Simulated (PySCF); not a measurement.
Harmonic spectrum computed at PBE0 in the def2-SVP basis family (core potentials from Rb on, PySCF, no spin–orbit coupling):

| ω (cm⁻¹) | IR (km/mol) |
| --- | --- |
| 123 | 0.0 |
| 367 | 33.3 |
| 439 | 165 |
| 605 | 288 |
| 664 | 16.1 |
| 685 | 23.8 |
| 693 | 195 |
| 3853 | 153 |
| 3854 | 51.9 |

Problem. Which molecule gave it? In each, all ligands are bound to the one heavy central atom.
A. Ta(OH)₂ (quartet)
B. Cr(OH)₂ (quintet)
C. Mo(OH)₂ (quintet)
D. Rh(OH)₂ (quartet)
E. W(OH)₂ (triplet)

Solution. C. It has C2 symmetry with Mo–O 1.902 Å (×2), O–H 0.966 Å (×2).
